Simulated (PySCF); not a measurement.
Al(Cl)(Me)(vinyl) (C3H6AlCl), SMILES [Al]([CH]=C)([Cl])[CH3].

Geometry optimised at B3LYP-D3(BJ)/def2-SVP. The structure was generated by enumeration; whether it is a known compound was not checked. Other conformers were not sampled.

Two levels are set side by side: TDA-PBE/def2-SVPD (PySCF) and TDA-ωB97X/def2-SVPD (PySCF). Vertical, same geometry. The lowest singlet is HOMO→LUMO 99 % with PBE and HOMO→LUMO 89 % with the other functional; states are paired by order. Differences are taken from unrounded values.

| quantity | TDA-ωB97X | TDA-PBE | TDA-PBE minus TDA-ωB97X |
|---|---|---|---|
| lowest singlet excitation (eV) | 5.54 | 4.58 | -0.96 |
| lowest triplet excitation (TDA) (eV) | 4.11 | 4.05 | -0.06 |
| first bright state (f over 0.05) (eV) | 6.85 | 5.74 | -1.11 |
| its oscillator strength | 0.42 | 0.10 | -0.32 |

Functionals without exact exchange tend to place singlet excitations lower, as here. Differences between two approximate levels are no errors against the true value.

Rough cost on one machine, each run with all the roots and properties that it gave: TDA-ωB97X against TDA-PBE about 5 times.
